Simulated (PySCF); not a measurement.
Molecule: C₄H₂FO, charge -1, multiplicity 1. It need not be the lowest isomer of its formula. Whether it binds its extra electron was not tested at this geometry. SMILES: c1occ(F)[c-]1
Geometry from a B3LYP-D3(BJ)/def2-TZVP (Ansatz) optimisation:
```xyz
8

F      1.8527    -0.3928     0.7911
C      0.5872    -0.1901     0.2810
C     -0.4813    -1.1266     0.3618
C     -1.4467    -0.4194    -0.2825
O     -1.0550     0.8667    -0.7474
C      0.2525     0.9616    -0.3608
H     -2.4802    -0.6229    -0.5287
H      0.7757     1.8711    -0.6086
```
Charge -1, spin multiplicity 1.

Dispersion corrections to the total energy (kcal/mol) from the dftd3 and dftd4 libraries through PySCF: D3(BJ) without and D4 with the three-body term, each with the damping fitted for the functional named.

```csv
functional,D3(BJ),D4
CAM-B3LYP,…,-3.72
LC-wPBE,-3.30,…
B3LYP,-6.35,…
PBE,-3.63,-4.52
PW6B95,-1.70,-4.07
BHLYP,-4.91,-5.04
HSE06,-2.23,-3.44
```

Problem. What belongs in the gaps?

Solution. 
- CAM-B3LYP, D3(BJ): -2.69
- LC-wPBE, D4: -5.00
- B3LYP, D4: -7.29
